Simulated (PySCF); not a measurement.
C2H6BNO, SMILES NB1OCC1. Geometry: B3LYP-D3(BJ)/def2-SVP. This is a generated structure with no PubChem entry under its InChIKey; it may be hypothetical. One conformer was computed; it need not be the lowest.

Computed equilibrium geometry at B3LYP-D3(BJ)/def2-SVP (PySCF confirms it by a frequency run) as a Z-matrix, and its point group (one conformer of several):
point group Cs.
```
B
O 1 1.3862
N 1 1.3974 2 126.61
H 3 1.0107 1 123.09 2 180.00
H 3 1.0133 4 114.59 1 180.00
C 2 1.4533 1 90.44 3 180.00
H 6 1.1030 2 110.70 1 119.49
H 6 1.1030 7 109.02 2 -122.01
C 6 1.5470 7 115.52 8 -132.03
H 9 1.0999 6 115.00 7 0.36
H 9 1.0999 10 109.22 6 -131.03
```
